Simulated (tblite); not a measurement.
C5H7ClO2Si.
Numbering: `[CH3:1][C:2](=[O:3])[O:4][C:5]1=[CH:6][SiH2:7][C@H:8]1[Cl:9]` (hydrogens: H10, H11, H12 on C1; H13 on C6; H14, H15 on Si7; H16 on C8)

Structure optimised with GFN2-xTB, isolated species.

Q: List the bond lengths, angles and torsions at this level.

A: 
```json
{"bond": "C1–C2", "length (bohr)": "2.841"}
{"bond": "C2=O3", "length (bohr)": "2.265"}
{"bond": "C2–O4", "length (bohr)": "2.555"}
{"bond": "O4–C5", "length (bohr)": "2.574"}
{"bond": "C5=C6", "length (bohr)": "2.536"}
{"bond": "C6–Si7", "length (bohr)": "3.555"}
{"bond": "Si7–C8", "length (bohr)": "3.682"}
{"bond": "C8–Cl9", "length (bohr)": "3.379"}
{"bond": "C5–C8", "length (bohr)": "2.830"}
{"bond": "C1–H10, C1–H11, C1–H12", "length (bohr)": "2.054"}
{"bond": "C6–H13", "length (bohr)": "2.031"}
{"bond": "Si7–H14", "length (bohr)": "2.751"}
{"bond": "Si7–H15", "length (bohr)": "2.758"}
{"bond": "C8–H16", "length (bohr)": "2.057"}
```

Bonds in one row agree within 0.02 bohr and their mean is given. A selection of angles:
```json
{"angle": "C1–C2–O3", "degrees": "125.6"}
{"angle": "C1–C2–O4", "degrees": "110.0"}
{"angle": "O3–C2–O4", "degrees": "124.5"}
{"angle": "C2–O4–C5", "degrees": "122.2"}
{"angle": "O4–C5–C6", "degrees": "133.9"}
{"angle": "O4–C5–C8", "degrees": "119.9"}
{"angle": "C6–C5–C8", "degrees": "106.2"}
{"angle": "C5–C6–Si7", "degrees": "94.2"}
{"angle": "C6–Si7–C8", "degrees": "72.8"}
{"angle": "Si7–C8–Cl9", "degrees": "116.3"}
{"angle": "C5–C8–Si7", "degrees": "86.8"}
{"angle": "C5–C8–Cl9", "degrees": "112.3"}
```

Dihedral angles: C1–C2–O4–C5 -178° (antiperiplanar); C2–O4–C5–C6 1° (synperiplanar); O4–C5–C6–Si7 179° (antiperiplanar); C5–C6–Si7–C8 1° (synperiplanar); C6–Si7–C8–Cl9 -114° (anticlinal); O4–C5–C8–Si7 -179° (antiperiplanar).

The 4-membered ring C5–C6–Si7–C8 has internal angles of 72.8° to 106.2°; it is planar, 0.01 Å rms from its mean plane, widest ring torsion 1°. The 3 C–C bonds span 1.342 Å (C5=C6, drawn double) to 1.503 Å (C1–C2, drawn single), a spread of 0.161 Å. The 2 C–Si bonds span 1.881 Å (C6–Si7, drawn single) to 1.948 Å (Si7–C8, drawn single), a spread of 0.067 Å. The C–O distances run from 1.199 Å (C2=O3, drawn double) to 1.362 Å (O4–C5, drawn single), a spread of 0.163 Å. Si7 (SiH2 silicon) has angles from 72.8° to 118.2°. Of the pairs four or more bonds apart, O3···H13 is among the closest relative to their van der Waals radii: 2.38 Å, 87 % of the sum of Bondi's values.

Point group: C1 (no symmetry element, even within 0.4 Å). GFN2-xTB frequencies show an imaginary mode (22i cm⁻¹), so the point is no minimum at that level.

All values are computed, not measured.
